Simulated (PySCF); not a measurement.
C₆ coefficients of unlike pairs at PBE

Calculated with PySCF 2.14 from the dipole response of each species, C₆(A,B) = (3/π) ∫ α_A(iu) α_B(iu) du, in atomic units, from isotropic polarisabilities. For ions this is the dispersion term alone; charge-induced terms of lower order in 1/R come first.

```csv
species,configuration,basis,relativity,α (bohr³),C₆ (like pair)
Pt,[Xe] 4f14 5d9 6s1 (3D),def2-QZVPPD with the def2 core potential (60 electrons) (7s5p4d4f2g),core potential,38.79,373.6
Ti(3+),[Ar] 3d1 (2D),aug-cc-pVDZ-DK (7s6p4d2f),spin-free X2C,2.093,5.033
N,[He] 2s2 2p3 (4S),aug-cc-pV5Z (7s6p5d4f3g2h),none,8.299,28.49
S,[Ne] 3s2 3p4 (3P),def2-QZVPPD (10s7p5d2f1g),none,21.04,145.2
```

**Question.** Estimate C₆ for N with Pt.

**Answer.** The integral gives 101.5. The combination rule 2 C_A C_B / (C_A α_B/α_A + C_B α_A/α_B) gives 99.89 and the geometric mean 103.2.

No spin-orbit coupling is included.

The other pairs:

```csv
pair,C₆
"S, N",63.81
"N, Ti(3+)",10.86
"S, Pt",231.4
"Ti(3+), Pt",36.85
"S, Ti(3+)",22.97
```
